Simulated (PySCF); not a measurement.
# One molecule, several mistakes: Al2GeH5O

These are calculations, not measurements. They come from PySCF 2.14.0, an open-source quantum chemistry program, on an isolated molecule that a program drew, which may never have been made. The molecule is Al2GeH5O (charge 0, doublet), drawn as the SMILES string `[OH][Al]([AlH])[GeH3]`.

Each row is a Hartree-Fock (HF) and frozen-core CCSD(T) single point in the cc-pV(D+d)Z basis, meant for a local HF minimum. Run 1 is clean. Each other run has one planted mistake out of seven kinds, and not every kind appears here: one electron removed, one electron added, multiplicity raised by two, geometry at a saddle point, minimal basis STO-3G, one bond length entered in bohr, all coordinates scaled. The reference is restricted for singlets and unrestricted otherwise, and also for a bond in bohr. Adding or removing an electron swaps singlet and doublet. Electrons count all cores. HOMO and LUMO are orbital energies over both spins, the gradient is its largest component, and the lowest frequency (negative if imaginary) is given only where the gradient is small. Bond lengths are over the 8 bonds as drawn. T1 is the CCSD diagnostic: over 0.02 (restricted) or 0.045 (unrestricted) a single reference is doubtful. Germanium has the cc-pVDZ-PP basis, with a core potential (ECP10MDF) in place of its 10 inner electrons, and its 3s, 3p and 3d shells are frozen in CCSD(T).

Geometry of the clean run:
```xyz
9
Al2GeH5O, angstrom
O    -0.8620   -2.4507    0.6092
Al    0.0027   -1.0229    0.2893
Al    1.8138   -0.4238    2.0697
Ge   -0.7524    0.4104   -1.6418
H    -1.6097   -2.8125    0.1626
H     3.3633   -0.7910    1.9672
H    -0.5147   -0.2787   -2.9989
H    -2.2547    0.7460   -1.5830
H    -0.0012    1.7538   -1.6950
```

| run | electrons | basis functions | <S^2> | HOMO (eV) | LUMO (eV) | gradient (hartree/bohr) | lowest frequency (cm^-1) | mean bond (Å) | longest bond (Å) | T1 | HF (hartree) | CCSD(T) (hartree) | mistake |
|---|---|---|---|---|---|---|---|---|---|---|---|---|---|
| 1 | 71 | 108 | 0.781 | -7.31 | 0.36 | 3.8e-05 | 21 | 1.7487 | 2.609 | 0.0191 | -855.01561 | -855.47098 | no fault |
| 2 | 72 | 108 | 0.000 | -0.69 | 5.34 | 3.6e-02 | - | 1.7487 | 2.609 | 0.0193 | -855.01185 | -855.50219 | one electron added |
| 3 | 70 | 108 | 0.000 | -13.77 | -5.86 | 4.0e-02 | - | 1.7487 | 2.609 | 0.0196 | -854.77275 | -855.22350 | ? |
| 4 | 71 | 108 | 0.782 | -7.24 | 0.43 | 3.2e-02 | - | 1.6927 | 2.526 | 0.0185 | -855.00752 | -855.46013 | ? |

**Which mistake was planted in run 3, and what did it cost?**

It counts 70 electrons, one fewer than the clean run, at the same geometry and basis. So the mistake is: one electron removed. Subtracting run 1 and multiplying by 627.51 kcal/mol a hartree, the energy moved by 152.4 kcal/mol in HF and 155.3 kcal/mol in CCSD(T).

**Which mistake was planted in run 4, and what did it cost?**

The mean and the longest bond both change by the same factor, 0.968, and the gradient is no longer small. So the mistake is: all coordinates scaled. Subtracting run 1 and multiplying by 627.51 kcal/mol a hartree, the energy moved by 5.1 kcal/mol in HF and 6.8 kcal/mol in CCSD(T).

